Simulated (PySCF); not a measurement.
NICS in isomers of C5H7NOS.

NICS is the negative of the GIAO shielding at a point without a nucleus: at the ring centre (0) and 1 Å above and below it (1); zz is the component along the ring normal. Level: GIAO PBE0/pcSseg-1 (PySCF, non-relativistic, gas phase) on the GFN2-xTB geometries, one conformer each. Atom numbers follow the mapped SMILES.

**Question.** Order these rings by mean NICS(1)zz, lowest (most negative) first (ppm).
A. ring C4–C5–N6–C7–O8 in `[CH3:1][CH2:2][S:3][c:4]1[cH:5][n:6][cH:7][o:8]1`
B. ring C4–C5–N6–C7–S8 in `[CH3:1][CH2:2][O:3][c:4]1[cH:5][n:6][cH:7][s:8]1`
C. ring S2–C3–C4–C5 in `[O:1]=[S@@:2]1[CH2:3][CH2:4][C@@:5]12[CH:6]=[N:7][CH2:8]2`

**Answer.** A (-25.9), B (-23.9), C (2.8).

| SMILES | ring | NICS(0) | NICS(1) | NICS(1)zz | HOMA | rms pucker (Å) | ring atoms with four or more neighbours |
| --- | --- | --- | --- | --- | --- | --- | --- |
| CCSc1cnco1 | 5-membered ring with N and O; formal bonds all aromatic | -11.0 | -9.9 | -25.9 | 0.46 | 0.00 | 0 |
| CCOc1cncs1 | 5-membered ring with N and S; formal bonds all aromatic | -11.8 | -10.5 | -23.9 | 0.74 | 0.00 | 0 |
| O=[S@@]1CC[C@@]12C=NC2 | 4-membered ring with S; formal bonds all single | -2.8 | -1.7 | 2.8 | – | 0.14 | 3 |

NICS(0) gives another order. The isotropic NICS(1) gives another order. HOMA uses Krygowski's 1993 parameters; it is left out where a ring has a four-coordinate atom, a triple bond, no multiple bond or a kind of bond without parameters. NICS(1) and NICS(1)zz are means over the two faces.
